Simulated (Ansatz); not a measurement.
def2 core potentials replace the inner electrons of Bi.

Cartesian coordinates (Å):
SMILES: C=[CH][Bi]([OH])[OH]
```xyz
10

C     -1.5767    -0.2404    -0.0363
C     -0.8403     0.7617     0.4474
Bi     1.2502     0.3150     1.1777
O      2.1656     1.0160    -0.5739
O      1.1131    -1.6932     0.5645
H     -2.5982    -0.0903    -0.4083
H     -1.1706    -1.2600    -0.0697
H     -1.2370     1.7841     0.5003
H      1.4839     1.1423    -1.2468
H      1.4100    -1.7352    -0.3551
```
Charge 0, multiplicity 1.

Task: What LUMO, dipole moment and HOMO–LUMO gap does CAM-B3LYP-D3(BJ)/def2-TZVP // PBE0-D3(BJ)/def2-SVP in Ansatz (a first-principles code) give?

Result: 
LUMO: -0.29 eV
dipole moment: 2.30 D
HOMO–LUMO gap: 8.48 eV
